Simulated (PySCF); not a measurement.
# Ga¹⁹⁺ (gallium, charge +19): Hartree-Fock from Schrödinger to Dirac-Coulomb

Occupied: 1s1/2, 2s1/2, 2p1/2, 2p3/2, 3s1/2. Hartree-Fock calculated with PySCF 2.14 in an even-tempered Gaussian basis (21 s from 0.89 bohr⁻², ratio 2.3; 15 p from 1.1 bohr⁻², ratio 2.3), Gaussian nucleus throughout. NR is non-relativistic, sf-X2C the spin-free one-electron X2C Hamiltonian, X2C adds the bare one-electron spin-orbit term, X2C-SNSO screens it by Boettger's factors, DC is four-component Dirac-Coulomb, and the Gaunt term is added at first order (total energies over the DC spinors, levels after relaxing the spinors in that mean field). QED terms are absent. Levels marked empty are virtual spinors of this ion; the basis has s and p functions only, so 3d, which can lie below the n = 4 levels, is absent.

| Hamiltonian | E (hartree) | E − E(DC) (hartree) | CPU seconds |
| --- | --- | --- | --- |
| NR | -1722.7638 | 19.0677 | 0.43 |
| sf-X2C | -1741.4781 | 0.3533 | 0.25 |
| X2C | -1741.5450 | 0.2865 | 0.32 |
| X2C-SNSO | -1741.5365 | 0.2949 | 0.31 |
| DC | -1741.8315 | 0.0000 | 20 |
| DC+Gaunt | -1740.9639 | 0.8676 | 33 |

```json
{"level (eV)": "1s1/2", "NR": "-11080.6", "sf-X2C": "-11216.0", "X2C": "-11215.8", "X2C-SNSO": "-11215.8", "DC": "-11221.4", "DC+Gaunt": "-11207.3"}
{"level (eV)": "2s1/2", "NR": "-2048.0", "sf-X2C": "-2080.7", "X2C": "-2080.6", "X2C-SNSO": "-2080.6", "DC": "-2081.2", "DC+Gaunt": "-2080.0"}
{"level (eV)": "2p1/2", "NR": "-1897.6", "sf-X2C": "-1905.8", "X2C": "-1926.8", "X2C-SNSO": "-1925.4", "DC": "-1925.5", "DC+Gaunt": "-1923.4"}
{"level (eV)": "2p3/2", "NR": "-1897.6", "sf-X2C": "-1905.8", "X2C": "-1895.7", "X2C-SNSO": "-1896.4", "DC": "-1896.8", "DC+Gaunt": "-1895.3"}
{"level (eV)": "3s1/2", "NR": "-753.28", "sf-X2C": "-761.86", "X2C": "-761.85", "X2C-SNSO": "-761.86", "DC": "-761.97", "DC+Gaunt": "-761.70"}
{"level (eV)": "3p1/2 (empty)", "NR": "-673.58", "sf-X2C": "-676.37", "X2C": "-680.73", "X2C-SNSO": "-680.44", "DC": "-680.46", "DC+Gaunt": "-680.02"}
{"level (eV)": "3p3/2 (empty)", "NR": "-673.58", "sf-X2C": "-676.37", "X2C": "-674.28", "X2C-SNSO": "-674.41", "DC": "-674.47", "DC+Gaunt": "-674.17"}
{"level (eV)": "4s1/2 (empty)", "NR": "-371.14", "sf-X2C": "-374.36", "X2C": "-374.36", "X2C-SNSO": "-374.36", "DC": "-374.40", "DC+Gaunt": "-374.30"}
```

```csv
interval (eV),sf-X2C,X2C,X2C-SNSO,DC,DC+Gaunt
2p3/2 − 2p1/2,1.779e-11,31.04,29.01,28.76,28.15
3p3/2 − 3p1/2,-6.748e-11,6.454,6.031,5.986,5.849
```

Weight of the small component: 1s1/2 0.0126, 2s1/2 0.00251, 2p1/2 0.00246, 2p3/2 0.00242, 3s1/2 0.000824, 3p1/2 0.000779, 3p3/2 0.000771, 4s1/2 0.000386.

Koopmans' value for the highest occupied level at DC+Gaunt: 761.70 eV, against an ionisation energy of 765.7 ± 0.9 eV (semi-empirical (NIST evaluation); NIST Atomic Spectra Database, ionization energies); the former lacks relaxation, correlation, QED and recoil.

The whole ladder took 60 s of wall time on 1 thread of Intel(R) Xeon(R) Platinum 8375C CPU @ 2.90GHz (shared host), launched as `OMP_NUM_THREADS=1 python relrun2.py TASK.json OUT` (a driver that calls PySCF for each Hamiltonian).
